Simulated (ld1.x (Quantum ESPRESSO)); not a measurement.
**oxygen (O): excitation energies, all-electron against ultrasoft**

```
Element                 : O
Generator               : ld1.x (Quantum ESPRESSO) 7.5
Type                    : ultrasoft
Functional              : PBE
Relativity              : non-relativistic
Frozen core             : none
Valence charge          : 8
Reference configuration : 1s2 2s1 2p5
Partial waves           : 1s (bound): rcut 0.30, rcutus 0.35 bohr; 2s (bound): rcut 0.30, rcutus 0.35 bohr; 2p (bound): rcut 0.90, rcutus 1.25 bohr; 2p channel at -0.15 Ry: rcut 0.90, rcutus 1.25 bohr; 3d channel at 0.45 Ry: rc 1.40 bohr
Local potential         : the d channel
Core correction         : none
Augmentation charge     : PSQ, inside the norm-conserving radii
```

Energies are relative to the spin-unpolarised reference configuration 1s2 2s1 2p5; without spin polarisation the order of configurations can differ from experiment. Not all tests gave a result: 4 of 7 tests not solved or not reliable. Left out of the table: 1s2 2s2 2p4 (solver errors, printed error +3.9 meV); 1s2 2s2 2p4.3 (solver errors, printed error -944 eV); 1s2 2s2 2p1 (solver errors, printed error +110 meV); 1s2 2s2 2p0 (solver errors, printed error +92.6 eV).

```
valence configuration  charge  ΔE all-electron (eV)  error AE − PS (meV)
          1s2 2s2 2p3      +1                 1.543                  +12
          1s2 2s2 2p2      +2                35.136                  +41
          1s2 2s1 2p4      +1                16.713                 +2.3
```

A Bessel basis up to 400 Ry misses an occupied level by 0.13 Ry, so cutoffs and ghosts were not judged.
